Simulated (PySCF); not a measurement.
Ionisation energy of Ga by level of theory

Ga [Ar] 3d10 4s2 4p1 (2P) → Ga⁺ [Ar] 3d10 4s2 (1S), as a difference of total energies. All numbers are calculated (PySCF 2.14, no relativity, point nucleus, in 6-31G*). Correlated levels: valence: [Ar] 3d10 frozen. The calculations carry no spin-orbit coupling.

```csv
method,ionisation energy (eV)
UHF,5.570
TPSS,6.095
LDA,6.144
MP2 (valence),5.702
SCS-MP2 (valence),5.684
CCSD (valence),5.762
CCSD(T) (valence),5.775
```

**Question.** How much does correlation contribute at CCSD(T) (valence)?

**Answer.** 5.775 − (5.570) = 0.205 eV, measured against UHF.

These non-relativistic numbers lack the scalar-relativistic shift.

Errors of the correlated levels include the incompleteness of this basis and the frozen core.

For comparison: 5.931 eV (measured; NIST levels, between the centres of gravity of the two terms).
